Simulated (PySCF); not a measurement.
How the method changes the constants of AsS

State: ²Π (doublet), unpaired electrons π ↑. Set-up: As def2-SVP, S def2-SVP; no relativity (PySCF 2.14). De refers to As + S in their high-spin ground configurations, without counterpoise correction. The functionals are run spin-unrestricted. A positive dipole means As(−)S(+). Levels whose curve was spin-contaminated or gave no clean fit are not listed.

| Level | Re (Å) | ωe (cm⁻¹) | De (eV) | μ (D) |
| --- | --- | --- | --- | --- |
| UHF-CCSD | 2.031 | 578 | 2.83 | n/a |
| PBE | 2.046 | 562 | 4.32 | -1.14 |
| revPBE | 2.052 | 556 | 4.04 | -1.20 |
| r²SCAN | 2.028 | 585 | 3.97 | -1.23 |
| r²SCANh | 2.020 | 599 | 3.81 | -1.27 |
| PBE0 | 2.019 | 602 | 3.84 | -1.30 |
| HSE06 | 2.021 | 598 | 3.90 | -1.29 |
| M06-2X | 2.016 | 589 | 3.55 | -1.40 |

Task: What does a quarter of exact exchange do here, going from PBE to PBE0?

Result: PBE0 less PBE: -2.7 pm in Re, +7.1 % in ωe, -0.48 eV in De. Exact exchange removes part of the self-interaction that spreads semilocal densities, and in most molecules shortens and stiffens the bond and lowers De; so it does here.

Task: What does the step from GGA to meta-GGA do here, going from PBE to r²SCAN?

Result: r²SCAN less PBE: -1.8 pm in Re, +4.1 % in ωe, -0.35 eV in De. 

Correlated steps freeze 14 core orbitals. Correlated levels converge slowly with the basis: in double zeta they bind strong bonds too weakly, by up to about 1 eV, and carry superposition errors of some tenths. Spin–orbit coupling is left out. The state was picked by a PBE0 search and need not be the measured ground state.

The whole job (state search and all levels along the bond) took about 3.2 min on 1 thread of Arm Neoverse V1 (shared host), peak memory 0.6 GiB.
